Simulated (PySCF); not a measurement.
A survey of ¹⁷O NMR shifts

Relativity neglected, no solvent model, one conformer, one averaged value for each set of equivalent atoms. Shielding tensors at PBE0/pcSseg-1 (GIAO); structure optimised with GFN2-xTB; PySCF 2.14.

Shieldings were converted by a linear fit to measured shifts: ¹⁷O (scatter 10.7 ppm rms, 12.2 ppm with the 3 outliers that the fit left out vs liquid water, solution or neat liquid). Occasional misses reach two or three times the rms, and more in compound classes unlike the fitted ones.

Task: Give the ¹⁷O shifts of `COc1nnsc1OC`.

Result: 
```csv
compound,environment,δ (ppm)
[CH3:1][O:2][c:3]1[n:4][n:5][s:6][c:7]1[O:8][CH3:9],O8: ether oxygen,38.4
[CH3:1][O:2][c:3]1[n:4][n:5][s:6][c:7]1[O:8][CH3:9],O2: ether oxygen,24.5
```

Task: Order these by ¹⁷O shift, lowest first.
A. C[S@@](=O)c1ccncc1
B. C#Cc1ccccc1S(=O)(=O)Cl
C. N[SiH2]N(C=O)CC(F)(F)F
D. O=CN[C@H]1C=CCCC1

Result: A (-2.8 ppm, S=O oxygen), B (228.4 ppm, S=O oxygen), D (333.0 ppm, amide-type carbonyl oxygen), C (363.7 ppm, amide-type carbonyl oxygen).

In solution the two oxygens of a carboxylic acid give one averaged line by proton exchange, and hydrogen bonding shields acid and N–H amide carbonyl oxygens by tens of ppm; neither is in these numbers.
